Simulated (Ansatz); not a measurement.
Compare A (`C[SiH](N)O[SiH3]`) with its isomer B (`NC([SiH3])[SiH2]O`).

Gas-phase electronic energies from Ansatz, PBE0-D4/def2-TZVP geometries. CBS: MP2 limit from def2 TZ/QZ plus the TZ coupled-cluster correction, frozen cores. DFT in def2-TZVPP. Each species was taken in one conformer, which may not be the lowest.

A:

Z-matrix (Å, degrees):
```
C
Si 1 1.854
H 1 1.094 2 110.7
H 1 1.092 2 111.0 3 120.2
H 1 1.092 2 110.6 3 -119.2
N 2 1.709 1 110.0 3 -57.2
O 2 1.649 1 106.7 3 67.0
H 2 1.485 1 113.2 3 -175.7
H 6 1.006 2 122.0 1 -158.0
H 6 1.006 2 122.8 1 44.1
Si 7 1.632 2 139.1 1 -142.7
H 11 1.488 7 110.8 2 72.7
H 11 1.484 7 108.4 2 -167.7
H 11 1.489 7 111.1 2 -47.8
```

B:

```xyz
14

N     0.004   -1.179   -1.220
C    -0.116   -0.593    0.127
Si   -1.920   -0.193    0.476
Si    1.044    0.851    0.402
O     2.518    0.315   -0.127
H     0.980   -1.331   -1.451
H    -0.362   -0.542   -1.919
H     0.146   -1.365    0.864
H    -2.741   -1.429    0.545
H    -2.446    0.668   -0.621
H    -2.037    0.549    1.761
H     1.104    1.263    1.833
H     0.613    2.028   -0.410
H     3.213    0.959   -0.260
```

Q: Which is lower in electronic energy at CCSD(T)/CBS, and by how much? (Best estimate.)

A: Computed: A, by 277.5 kJ/mol.

Q: Give E(B) − E(A) in kJ/mol with B2PLYP, ωB97M-V, HF/def2-TZVPP, MP2/def2-TZVPP, PBE-D4, CCSD(T)/def2-TZVPP, PBE0-D4. (Estimate.)

A: The calculation gave: B2PLYP 282.4, ωB97M-V 275.0, HF/def2-TZVPP 306.0, MP2/def2-TZVPP 281.9, PBE-D4 250.8, CCSD(T)/def2-TZVPP 274.9, PBE0-D4 262.7. None reverses the order clearly.

Largest T1 diagnostic: 0.011.

The D4 term adds −3.0 kJ/mol with B3LYP and −1.4 kJ/mol with PBE0; it sums over pairs of atoms, weighted by their polarisabilities, and B3LYP, whose exchange is more repulsive, gets the larger term. From PBE to PBE0 (25 % exact exchange), in def2-TZVPP and without D4, E(B) − E(A) moves by +11.5 kJ/mol.

B3LYP here is the variant with VWN-RPA as its local correlation; programs differ in this.
